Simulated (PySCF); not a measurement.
## Ne⁸⁺: ionisation energy

Ne⁸⁺ 1s2 (1S) → Ne⁹⁺ 1s1 (2S), as a difference of total energies. All numbers are calculated (PySCF 2.14, the spin-free X2C one-electron Hamiltonian (Gaussian nucleus), in an uncontracted even-tempered set (17 s from 3.6 bohr⁻², ratio 2.2; 7 p from 5.6 bohr⁻², ratio 2.4; 4 d from 17 bohr⁻², ratio 2.4; 3 f from 25 bohr⁻², ratio 2.4; 3 g from 38 bohr⁻², ratio 2.4)). Correlated levels: nothing frozen; virtual orbitals above 40 to 60 times the deepest correlated orbital energy dropped. The calculations carry no spin-orbit coupling.

```json
{"method": "UHF", "ionisation energy (eV)": "1194.9"}
{"method": "LDA", "ionisation energy (eV)": "1187.9"}
{"method": "PBE", "ionisation energy (eV)": "1194.6"}
{"method": "PBE0", "ionisation energy (eV)": "1194.9"}
{"method": "r2SCAN", "ionisation energy (eV)": "1196.2"}
{"method": "MN15", "ionisation energy (eV)": "1197.2"}
{"method": "M06-2X", "ionisation energy (eV)": "1196.5"}
{"method": "MP2 (all electrons)", "ionisation energy (eV)": "1196.1"}
{"method": "SCS-MP2 (all electrons)", "ionisation energy (eV)": "1196.3"}
```

For comparison: 1195.8 eV (theoretical estimate listed by NIST; NIST Atomic Spectra Database, ionization energies).
